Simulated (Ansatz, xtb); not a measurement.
**CH4SiSn+: where a starting geometry ends**

The starting geometry of this gas-phase doublet was built from a drawn formula by distance geometry and a force field; its bonds are those of `[CH]1[SiH+][SnH2]1`.

```xyz
7

C    -0.6569   -1.4449    0.7883
Si   -1.3998   -2.5145   -0.5183
Sn   -0.2755   -0.1662   -0.7857
H     0.2557   -1.9078    1.1530
H    -2.4809   -3.3275   -0.9015
H    -1.5167    0.8726   -1.4391
H     1.1919   -0.4354   -1.6978
```

Task: Where would you expect an optimisation with r2SCAN-D4/def2-SVP to take it?

Result: A bond breaks, leaving `[H]/[Si]=[CH]/[SnH2+]`. Contacts that open: Si2–Sn3 (2.62 → 3.35 Å).

The energy falls by 1.54 eV over 13 steps:

```json
{"step": "1", "E − E(last) (eV)": "1.544"}
{"step": "2", "E − E(last) (eV)": "0.912"}
{"step": "4", "E − E(last) (eV)": "0.592"}
{"step": "5", "E − E(last) (eV)": "0.442"}
{"step": "6", "E − E(last) (eV)": "0.308"}
{"step": "8", "E − E(last) (eV)": "0.105"}
{"step": "9", "E − E(last) (eV)": "0.025"}
{"step": "10", "E − E(last) (eV)": "0.005"}
{"step": "12", "E − E(last) (eV)": "0.000"}
{"step": "13", "E − E(last) (eV)": "0.000"}
```

Final geometry (Å):

```json
{"atom": "C", "x (Å)": "-0.6150", "y (Å)": "-1.7801", "z (Å)": "-0.1582"}
{"atom": "Si", "x (Å)": "-2.2107", "y (Å)": "-2.4725", "z (Å)": "-0.3258"}
{"atom": "Sn", "x (Å)": "-0.0309", "y (Å)": "-0.0172", "z (Å)": "-0.9889"}
{"atom": "H", "x (Å)": "0.1444", "y (Å)": "-2.3158", "z (Å)": "0.4346"}
{"atom": "H", "x (Å)": "-2.5760", "y (Å)": "-3.7763", "z (Å)": "0.3158"}
{"atom": "H", "x (Å)": "-1.1367", "y (Å)": "0.8716", "z (Å)": "-1.9175"}
{"atom": "H", "x (Å)": "1.5425", "y (Å)": "0.5667", "z (Å)": "-0.7610"}
```

From the same start GFN2-xTB reaches the same bonding as this run.

No frequencies were run, so the end isn't proven a minimum. Open shells are spin-unrestricted. Atoms past krypton carry core potentials, without spin–orbit terms. Run with Ansatz 0.2.0, 100 s on 1 thread of Arm Neoverse V2, with other jobs on the host.
